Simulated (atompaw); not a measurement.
**How hard is this Ru PAW (atompaw) potential?**

```json
{"Element": "ruthenium (Ru)", "Generator": "atompaw 4.2.0.5", "Type": "PAW", "Functional": "PBE", "Relativity": "scalar-relativistic", "Frozen core": "[Kr]", "Valence charge": "8", "Reference configuration": "4d7 5s0.75 5p0.25", "Partial waves": "5s (bound): rc 3.00 bohr; 5s channel at 0.8 Ry: rc 2.30 bohr; 5p (bound): rc 3.00 bohr; 5p channel at 1.95 Ry: rc 3.00 bohr; 4d (bound): rc 3.00 bohr; 4d channel at 4.9 Ry: rc 1.35 bohr; 4f channel at 0.05 Ry: rc 3.00 bohr", "Local potential": "bessel scheme, radius 2.60 bohr", "Core correction": "smooth core density matched at 1.70 bohr", "Augmentation charge": "gaussian compensation charge, radius 2.50 bohr; PAW radius 3.00 bohr; waves and projectors: custom polynom gramschmidtortho"}
```

The pseudo-atom Hamiltonian at the reference potential is diagonalised in spherical Bessel functions j_l(qr) that vanish at 20 bohr, with q² up to the cutoff. All-electron valence levels (Ry): 5s -0.3340, 5p -0.0850, 4d -0.4138.

Task: How do the lowest levels (Ry) of each channel move with the cutoff, and are there ghosts?

Result:

```csv
cutoff (Ry),s #1,s #2,p #1,p #2,d #1,f #1,Σ f·Δε (mRy)
8,-0.3339,-0.0120,-0.0849,0.0334,-0.4082,0.0897,39.3
10,-0.3339,-0.0120,-0.0849,0.0334,-0.4129,0.0897,6.4
12,-0.3340,-0.0120,-0.0849,0.0334,-0.4132,0.0897,4.6
15,-0.3340,-0.0120,-0.0849,0.0334,-0.4133,0.0897,3.4
18,-0.3340,-0.0120,-0.0849,0.0334,-0.4137,0.0897,0.6
21,-0.3340,-0.0120,-0.0849,0.0334,-0.4138,0.0897,0.3
25,-0.3340,-0.0120,-0.0849,0.0334,-0.4138,0.0897,0.3
400,-0.3340,-0.0120,-0.0849,0.0334,-0.4138,0.0897,0.0
```

Result: no extra level below or beside the all-electron valence levels (s, p, d, f tested); 10 mRy is reached at 10 Ry and 1 mRy at 18 Ry.
